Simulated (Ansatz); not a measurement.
Gas-phase electronic energies from Ansatz, PBE0-D4/def2-TZVP geometries. CCSD(T)/CBS is the MP2 limit (def2-TZVPP, def2-QZVPP) plus CCSD(T) − MP2 in def2-TZVPP, frozen cores. This one scheme is used for every species, atoms too. Functionals use def2-TZVPP. HSE06 is defined as in plane-wave codes. No spin–orbit coupling; open shells (•) take unrestricted orbitals. Each species was taken in one conformer, which may not be the lowest.

`O[Si](O)(O)S` → H• + `O[Si](O)(O)[S]`•  (homolysis of the H–S bond)

```
             level  ΔE (kJ/mol)
             HSE06        384.7
SCS-MP2/def2-QZVPP        400.1
```

(1) What does CCSD(T)/CBS give? (Best estimate.)

(2) What do rigid-rotor, harmonic-oscillator terms from PBE0-D4/def2-TZVP frequencies (298.15 K, 1 bar) make of the CCSD(T)/CBS value? (Best estimate.)

Largest T1 diagnostic among the species: 0.014.

## Answers

(1) Ansatz gave: +401.1 kJ/mol. The listed levels differ from it by -16.4, -1.0 kJ/mol.

(2) Computed: ΔZPE = -22.9 kJ/mol, ΔH = +383.3 kJ/mol, ΔS = 115 J/(mol·K), ΔG = +348.8 kJ/mol. Open shells count their whole term as degenerate.

In def2-TZVPP, CCSD(T) changes the Hartree–Fock value by +106.7 kJ/mol (the triples alone add +4.8 kJ/mol) and MP2 by +106.6 kJ/mol; breaking electron pairs costs correlation energy, which Hartree–Fock lacks. At CCSD(T), def2-SVP lies −26.5 kJ/mol from the extrapolated value and def2-TZVPP −9.8 kJ/mol: correlation converges slowly with the basis, and small sets miss more of it in the bonded molecule than in its fragments.
